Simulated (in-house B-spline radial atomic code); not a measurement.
## LDA exchange-only excitations of Be2+

Method: LDA exchange-only. Computed with a B-spline radial code for spherical atoms: linear response of the closed shell 1s2 with the functional's adiabatic kernel; non-relativistic, point nucleus, no spin-orbit coupling, no double excitations, S, P, D and F terms only.

Command:
```bash
python run_td.py task.json out
```
Settings (radii: box in bohr, nucleus in fm):
```
Z                        4
electrons                2
configuration            1s2
hamiltonian              nr
method                   lda,
box_radius               29.48
intervals                47
```

Run time, properties included: 0.1 s on 1 thread of Intel(R) Xeon(R) Platinum 8488C (Sapphire Rapids) (shared host).

The lowest states, in the order of their Tamm-Dancoff energies; the method's threshold (minus the highest occupied level) is 128.64 eV. Labels give the largest channel, * marks a mixed state, and oscillator strengths are full-response dipole values. Semilocal kernels can invert the small singlet-triplet splittings of Rydberg terms. Energies in eV:

```tsv
state	full response	Tamm-Dancoff	oscillator strength
1s → 2s 3S	107.65	107.67	-
1s → 2s 1S	110.16	110.22	-
1s → 2p 3P	111.19	111.21	-
1s → 2p 1P	112.58	112.60	0.373
1s → 3s 3S	?	?	-
1s → 3s 1S	121.35	121.37	-
1s → 3p 3P	121.70	121.71	-
1s → 3p 1P	122.02	122.03	0.0787
1s → 3d 3D	?	?	-
1s → 3d 1D	122.48	122.48	-
1s → 4s 3S	124.54	124.54	-
1s → 4s 1S	124.74	124.75	-
```

Question: Where does 1s → 3d 3D lie?

Answer: At 122.48 eV in full response, 122.48 eV in Tamm-Dancoff.

Question: Where does 1s → 3s 3S lie?

Answer: At 120.81 eV in full response, 120.82 eV in Tamm-Dancoff.

Question: How large is the singlet-triplet splitting of 1s → 2s (S terms) in Tamm-Dancoff?

Answer: 2.55 eV, from the unrounded values.

Question: What polarisabilities and dispersion coefficient does the method give?

Answer: Dipole 0.0573 bohr³, quadrupole 0.01848 bohr⁵, C6 0.01273 hartree·bohr⁶ for two such species.
